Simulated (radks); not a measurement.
All-electron atom: Fe3.5+ in [Ne] 3s2 3d(up 3, down 3) 3p(up 2.5, down 2) (fractional occupations, a model configuration).

Method: scalar-relativistic Kohn-Sham, PBE, spin-polarised, spherical densities, finite nucleus; Fermi nuclear charge, rms radius 3.7377 fm; computed with a radial shooting solver on a logarithmic mesh with Libxc functionals.

Energy parts (eV):
total: -34460.502
kinetic: 34875.570
electron-nucleus: -81303.315
Hartree: 13436.019
exchange-correlation: -1468.776

Orbitals (lengths in bohr, moments of r in powers of bohr; r(max) is where P^2 peaks; r(90%) holds 90 % of the orbital's charge):
orbital  occ.  eigenvalue (eV)  r(90%)   r(max)       <r^4>
1s up       1        -7055.607   0.104  0.03826  0.00005429
1s down     1        -7055.357   0.104  0.03826  0.00005428
2s up       1        -871.9763   0.413   0.2222     0.01232
2s down     1        -871.7883   0.413   0.2222     0.01231
2p up       3        -751.2349   0.385   0.1796    0.009404
2p down     3        -750.9501   0.385   0.1796    0.009398
3s up       1        -143.3610    1.19   0.6967      0.8545
3s down     1        -142.5612    1.19   0.6969      0.8599
3p up     2.5        -108.9820    1.28   0.7064       1.127
3p down     2        -108.2156    1.28   0.7068       1.138
3d up       3         -54.4863    1.56   0.6838       2.613
3d down     3         -53.8607    1.57   0.6846       2.683

The highest occupied level is 3d down at -53.861 eV. Summed over all electrons, <r^2> = 12.38 bohr^2, which gives a Langevin (diamagnetic) susceptibility term of -9.81 x 10^-6 cm^3/mol.
